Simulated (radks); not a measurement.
Values are calculated unless marked as measured or tabulated.
Task: Valence configurations of Pt II (all share [Xe]). Code: a radial shooting solver on a logarithmic mesh with Libxc functionals. Model: Dirac Kohn-Sham, BLYP, spin-unpolarised, spherical densities, point nucleus; open shells fill j = l - 1/2 first. Order these by energy: 4f13 5d9 6s1; 4f10 5d9 6s2 6p2; 4f12 5d7 6s2 6p2; 4f12 5d9 6s2; 4f13.5 5d9 6p0.5; 4f14 5d8 6s1; 4f11.5 5d9 6s2 6p0.5; 4f12 5d8.5 6s2 6p0.5; 4f14 5d9; 4f14 5d8.5 6s0.5.

Result: From the lowest, in eV above it: 4f14 5d9 0.000; 4f14 5d8.5 6s0.5 0.469; 4f14 5d8 6s1 1.202; 4f13.5 5d9 6p0.5 36.148; 4f13 5d9 6s1 69.814; 4f12 5d9 6s2 153.08; 4f12 5d8.5 6s2 6p0.5 159.21; 4f12 5d7 6s2 6p2 181.26; 4f11.5 5d9 6s2 6p0.5 203.39; 4f10 5d9 6s2 6p2 378.59. NIST lists [Xe] 4f14 5d9 as the ground configuration; this level of theory agrees among the configurations tried. The energies are those of spherical spin-averaged densities, not of single terms.
